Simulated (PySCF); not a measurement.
## Exercise with solution: oscillator strength and radiative lifetime

GeH5Si, SMILES [SiH3][GeH2] (connectivity only; charge and spin as stated), charge +1, multiplicity 1.

Geometry optimised at PBE-D3(BJ)/def2-TZVP. The spin state was assumed, not searched. The isomer is the one that the SMILES or the coordinates give; other isomers of the formula were not compared.

TDDFT-M06-2X/def2-SVPD in PySCF puts the first singlet state with f over 0.02 at 5.82 eV (vertical), with the transition dipole (-0.470, 0.167, 0.000) in atomic units.

Question: Find the oscillator strength, the wavelength and the radiative lifetime that this transition would have in vacuum if emission retraced absorption.

Answer: 
|μ|² = 0.2488 au, so |μ| = 1.27 D. ΔE = 5.82/27.211 = 0.2139 hartree. f = (2/3) ΔE |μ|² = 0.035 (the program prints 0.035).
λ = 1239.84/5.82 = 213 nm; ν = 46941 cm⁻¹.
Einstein's coefficient A = 0.6670 ν² f s⁻¹ (ν in cm⁻¹) = 5.2e7 s⁻¹, so τ = 1/A = 19 ns. This state is S4; the lower singlets have f = 0.003, 0.000, 0.002. The figure is the radiative limit of this one transition; relaxation, internal conversion, crossing to triplets and a medium change what is measured.
